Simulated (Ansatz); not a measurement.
Geometry optimisation, Ansatz, RKS B3LYP/def2-SVP.

Input file:

```yaml
crystal:
  periodic: [false, false, false]
  atoms:
    - { symbol: Ga, position_ang: [-0.890034, 0.286001, 0.92461] }
    - { symbol: H, position_ang: [-0.619592, 1.739787, 0.489881] }
    - { symbol: C, position_ang: [0.26217, -0.958995, 1.934002] }
    - { symbol: Cl, position_ang: [-2.844814, -0.497669, 0.327072] }
    - { symbol: H, position_ang: [0.245203, 1.207673, -1.154224] }
    - { symbol: C, position_ang: [0.527199, 0.604237, -2.014936] }
    - { symbol: H, position_ang: [-0.090244, -1.99626, 1.834257] }
    - { symbol: H, position_ang: [0.255524, -0.688672, 3.003246] }
    - { symbol: H, position_ang: [1.304021, -0.892911, 1.58046] }
    - { symbol: H, position_ang: [-0.014311, 0.967959, -2.898493] }
    - { symbol: H, position_ang: [0.255007, -0.449416, -1.842504] }
    - { symbol: H, position_ang: [1.609972, 0.678266, -2.18347] }
basis:
  gaussian: { orbitals: def2-SVP }
hamiltonian:
  xc: b3lyp
relax:
  f_tol: 0.03
  max_steps: 50
output:
  orbitals: {}
```

Command:

```bash
$ ansatz run input.yaml --threads 2 --pin off --max-ram 3072MiB --backend cpu --events-out ev --progress --plain --runs-dir out
```

Problem. Where does it end, and by what steps?

Solution. The forces met the threshold. The force dipped under the threshold on the way, but the program's further checks kept it going. After 21 steps the energy has fallen by 0.144 eV; H12 moved furthest, 0.98 Å.

| step | energy less start (eV) | largest force component (eV/Å) | accepted |
| --- | --- | --- | --- |
| 0 | 0.0000 | 0.413 | yes |
| 1 | -0.0803 | 0.143 | yes |
| 2 | -0.1132 | 0.055 | yes |
| 3 | -0.1221 | 0.106 | yes |
| 4 | -0.1187 | 0.151 | no |
| 5 | -0.1251 | 0.053 | yes |
| 6 | -0.1262 | 0.033 | yes |
| 7 | -0.1261 | 0.247 | no |
| 8 | -0.1279 | 0.013 | yes |
| 9 | -0.1293 | 0.072 | yes |
| 10 | -0.1299 | 0.202 | yes |
| 11 | -0.1303 | 0.206 | yes |
| 12 | -0.1340 | 0.209 | yes |
| 13 | -0.1366 | 0.134 | yes |
| 14 | -0.1387 | 0.083 | yes |
| 15 | -0.1399 | 0.159 | yes |
| 16 | -0.1419 | 0.059 | yes |
| 17 | -0.1427 | 0.020 | yes |
| 18 | -0.1433 | 0.091 | yes |
| 19 | -0.1433 | 0.069 | no |
| 20 | -0.1440 | 0.007 | yes |
| 21 | -0.1443 | 0.014 | yes |

```xyz
12
Properties=species:S:1:pos:R:3
Ga -1.024 0.327 1.104
H -1.135 1.889 1.132
C 0.374 -0.855 1.825
Cl -2.755 -0.662 0.205
H 0.643 1.316 -1.303
C 0.522 0.505 -2.037
H 0.284 -1.869 1.410
H 0.263 -0.914 2.921
H 1.378 -0.455 1.610
H 0.559 0.939 -3.047
H -0.447 0.004 -1.899
H 1.337 -0.224 -1.920
```

Whether the end is a true minimum wasn't checked by a vibrational analysis.

Run time: 62 s on 2 threads of Arm Neoverse V2, with other jobs on the host, peak memory 0.29 GiB.
